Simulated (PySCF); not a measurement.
# Electron correlation in Zr²⁵⁺ (zirconium, charge +25)

[Ne] 3s2 3p3, high-spin 4S determinant. Calculation: PySCF 2.14, in an even-tempered Gaussian basis (18 s from 3.1 bohr⁻², ratio 2.5; 12 p from 4.1 bohr⁻², ratio 2.5; 5 d from 18 bohr⁻², ratio 2.7; 4 f from 27 bohr⁻², ratio 2.7); the spin-free X2C one-electron Hamiltonian (Gaussian nucleus). Frozen: 1s2; 13 electrons correlated; the 22 highest virtual orbitals of each spin left out.

| level | correlation energy (mhartree) |
| --- | --- |
| CCSD | -507.12 |
| (T) | -1.38 |
| CCSD(T) | -508.50 |

Diagnostics: T1 = 0.00052, D1 = 0.0016, largest double amplitude 0.029.

Question: Is a single reference adequate?

Answer: Yes, within this model without spin-orbit coupling: T1 lies below 0.03 and no double amplitude reaches 0.07.

At this charge the one-electron X2C treatment keeps the bare 1/r₁₂, with no two-electron picture change or Breit term. The effect here is smaller than on the frozen 1s shell; and a scalar Hamiltonian misses the large spin-orbit splitting of the p shells, which matters for ns² → np² pairs.

Spin-orbit coupling is strong in this species, so the high-spin LS determinant is a model state.
